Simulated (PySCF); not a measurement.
## How the method changes the constants of LaB

State: quintet, about 0.0 electrons in the 4f shell (Mulliken). Set-up: La x2c-SVPall, B x2c-SVPall; spin-free X2C with a Gaussian nucleus (PySCF 2.14). De refers to La (5d1 6s2) + B in their high-spin ground configurations, without counterpoise correction. The functionals are run spin-unrestricted. A positive dipole means La(−)B(+).

| Level | Re (Å) | ωe (cm⁻¹) | De (eV) | μ (D) | CPU s a point (SCF and correlation, without the integrals) |
| --- | --- | --- | --- | --- | --- |
| UHF | 2.365 | 539 | n/a | -5.50 | 1 |
| UHF-MP2 | 2.319 | 597 | n/a | n/a | 1.7 |
| UHF-SCS-MP2 | 2.315 | 593 | n/a | n/a | n/a |
| UHF-CCSD | 2.341 | 550 | 2.44 | n/a | n/a |
| UHF-CCSD(T) | 2.348 | 544 | 2.55 | n/a | 43 |
| PBE | 2.357 | 514 | 3.28 | -3.76 | 4.3 |
| r²SCAN | 2.354 | 525 | 3.08 | -3.96 | 4.7 |
| PBE0 | 2.337 | 539 | 3.07 | -4.18 | 5.2 |
| B97-3 | 2.341 | 536 | 2.64 | -4.35 | 2.8 |
| M06 | 2.335 | 531 | 2.53 | -4.20 | 5.3 |

The bond length runs from 2.315 Å (UHF-SCS-MP2) to 2.365 Å (UHF). De spans 2.44 eV (UHF-CCSD, coupled cluster) to 3.28 eV (PBE, GGA).

Correlated steps freeze 19 core orbitals. Correlated levels converge slowly with the basis: in double zeta they bind strong bonds too weakly, by up to about 1 eV, and carry superposition errors of some tenths. Spin–orbit coupling is left out, which matters for elements this heavy, above all for dissociation energies. The state is the lowest single determinant that the PBE0 search found; with open d or f shells the true ground state can be another one.

The whole job (state search and all levels along the bond) took about 7.8 min on 2 threads of Arm Neoverse V1 (shared host), peak memory 1.6 GiB.
